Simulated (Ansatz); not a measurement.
A van 't Hoff estimate for C3H7F + C2HF2Sn ⇌ C3H7 + C2HF3Sn

Species: C3H7F (2-fluoropropane) `CC(C)F`, singlet; C2HF2Sn `C#[C][Sn]([F])[F]`, doublet; C3H7 (methylethyl) `C[CH]C`, doublet; C2HF3Sn `C#[C][Sn]([F])([F])[F]`, singlet. A radical takes F: the energy is the difference in strength between the C–F bond broken and the Sn–F bond made.

The electronic reaction energy at CCSD(T)/def2-TZVPP is +10.0 kJ/mol. Shapes: PBE0-D4/def2-TZVP. Programs: Ansatz 0.2.0. Enthalpy and entropy come from rigid-rotor, harmonic-oscillator sums on unscaled PBE0-D4/def2-TZVP wavenumbers, ideal gases at 1 bar. Symmetry numbers: C3H7F 1, C2HF2Sn 1, C3H7 1, C2HF3Sn 3. R = 8.3145 J/(mol K).

| T (K) | ΔH (kJ/mol) | ΔS (J/(mol K)) |
| --- | --- | --- |
| 300 | +0.3 | +10.5 |
| 500 | +2.3 | +15.7 |
| 700 | ? | ? |

Q: Work out ln K at 300 and 500 K, and from these estimate it at 700 K.

A: 
1. 300 K: ΔG = +0.3 − 300 × (+10.5)/1000 = -2.9 kJ/mol; ln K = −ΔG/RT = +1.16.
2. 500 K: ΔG = +2.3 − 500 × (+15.7)/1000 = -5.5 kJ/mol; ln K = −ΔG/RT = +1.32.
3. Slope against 1000/T: (+1.32 − (+1.16))/(2.0000 − 3.3333) = -0.12, that is −ΔH/R with ΔH near +1 kJ/mol.
4. 700 K: ln K = +1.16 + (-0.12) × (1.4286 − 3.3333) = +1.39.

The full sums give ΔH = +3.7 kJ/mol, ΔS = +18.1 J/(mol K), ΔG = -9.0 kJ/mol and ln K = +1.55 at 700 K, so the line is off by -0.16 in ln K; without rounding the miss is -0.12, from the change of ΔH with temperature. ΔG stays too near zero to say which side is favoured. An error of 10 kJ/mol in the energy moves ln K by 1.7 at 700 K. Soft modes are treated as harmonic, which can err either way at these temperatures; the lowest are those of C3H7F (213 cm⁻¹), C2HF2Sn (87 cm⁻¹), C3H7 (110 cm⁻¹), C2HF3Sn (92 cm⁻¹). Open shells run unrestricted. For atoms past krypton def2 sets carry core potentials with scalar relativity. Outer-core shells of Sn are correlated, in sets that cover them unevenly.
